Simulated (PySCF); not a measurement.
Molecule: methyl butanoate, C₅H₁₀O₂.

Geometry:
```json
{"atom": "C1", "x (Å)": "-2.343", "y (Å)": "0.339", "z (Å)": "0.182"}
{"atom": "C2", "x (Å)": "-1.752", "y (Å)": "-1.010", "z (Å)": "-0.196"}
{"atom": "C3", "x (Å)": "-0.433", "y (Å)": "-1.305", "z (Å)": "0.500"}
{"atom": "C4", "x (Å)": "0.697", "y (Å)": "-0.428", "z (Å)": "0.025"}
{"atom": "O5", "x (Å)": "0.722", "y (Å)": "0.182", "z (Å)": "-1.012"}
{"atom": "O6", "x (Å)": "1.712", "y (Å)": "-0.425", "z (Å)": "0.898"}
{"atom": "C7", "x (Å)": "2.849", "y (Å)": "0.331", "z (Å)": "0.521"}
{"atom": "H8", "x (Å)": "-2.522", "y (Å)": "0.409", "z (Å)": "1.268"}
{"atom": "H9", "x (Å)": "-1.668", "y (Å)": "1.159", "z (Å)": "-0.105"}
{"atom": "H10", "x (Å)": "-3.305", "y (Å)": "0.510", "z (Å)": "-0.325"}
{"atom": "H11", "x (Å)": "-1.588", "y (Å)": "-1.050", "z (Å)": "-1.285"}
{"atom": "H12", "x (Å)": "-2.465", "y (Å)": "-1.815", "z (Å)": "0.047"}
{"atom": "H13", "x (Å)": "-0.114", "y (Å)": "-2.346", "z (Å)": "0.316"}
{"atom": "H14", "x (Å)": "-0.510", "y (Å)": "-1.208", "z (Å)": "1.595"}
{"atom": "H15", "x (Å)": "2.589", "y (Å)": "1.393", "z (Å)": "0.392"}
{"atom": "H16", "x (Å)": "3.580", "y (Å)": "0.216", "z (Å)": "1.330"}
{"atom": "H17", "x (Å)": "3.269", "y (Å)": "-0.036", "z (Å)": "-0.427"}
```

Geometry PBE0-D3(BJ)/def2-SVP throughout; GIAO in PySCF 2.14.0 with density-fitted response routines, gas phase, one conformer, non-relativistic; equivalent atoms averaged; functional PBE0.

For orientation, def2-TZVP gives these absolute shieldings σ: C4 8.7, C7 135.1, C3 150.5, C2 166.7, C1 172.2, O5 -85.6, O6 146.6, H15/H16/H17 27.99, H13/H14 29.26 ppm.

A run gave: C4 31.1, C7 150.6, C3 164.0, C2 181.1, C1 184.8, O5 -91.7, O6 153.8, H15/H16/H17 28.81, H13/H14 30.21 ppm (absolute shieldings σ).

Which basis set was used in that run?
A. cc-pVDZ
B. 6-31G
C. def2-SVP
D. pcSseg-1

Results:

B. H15/H16/H17 tells them apart best: 6-31G gives 28.81, def2-SVP gives 27.95, cc-pVDZ gives 27.84, pcSseg-1 gives 27.66 ppm.
